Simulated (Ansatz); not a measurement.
The cluster Li₅Te₃, relaxed as a doublet with UKS PBE-D4/def2-SVP in Ansatz, starting from the GFN2-xTB geometry. Force threshold 0.02 eV/Å.

In the def2 sets Te takes a core potential; there is no spin–orbit coupling. The relaxation made no stability test and no search for a lower SCF solution. The structure comes from a short search, and lower isomers may exist.

Start:

Cartesian coordinates in Å:
```
Li 0.328 -2.293 0.226
Li -2.000 0.412 -1.402
Li 1.366 1.882 0.895
Li -0.561 0.177 1.688
Li 0.866 -0.026 -1.058
Te -0.885 -1.906 -2.163
Te -1.216 2.455 0.201
Te 2.103 -0.701 1.612
```

Question: Estimate the energy that the relaxation releases and the steps that it takes.

Answer: 20.9 kcal/mol, in 14 steps; 51 s on 4 threads of Arm Neoverse V1 on a shared host. No frequencies were taken in this run, so the end may be a saddle point.

Question: Does the start keep its bonding?

Answer: Bonds formed: Li4–Te6, Li5–Te7 (atoms count from 1). Metal–metal contacts that move far: Li1–Li5 2.66 to 3.49 Å, Li2–Li4 3.42 to 2.90 Å. The end is the same structure that another start reached, the lowest one found.

Question: Predict the relaxed structure.

Answer: 
Cartesian coordinates in Å:
```
Li 0.979 -2.859 0.079
Li -2.104 0.638 -1.420
Li 1.276 1.872 1.312
Li -0.899 -0.036 1.127
Li 0.759 0.413 -1.124
Te -1.030 -1.753 -1.097
Te -0.810 2.433 -0.095
Te 1.830 -0.708 1.218
```
Bond lengths (bridged metal pairs left out): 12 × Li–Te 2.58 to 2.81 Å.
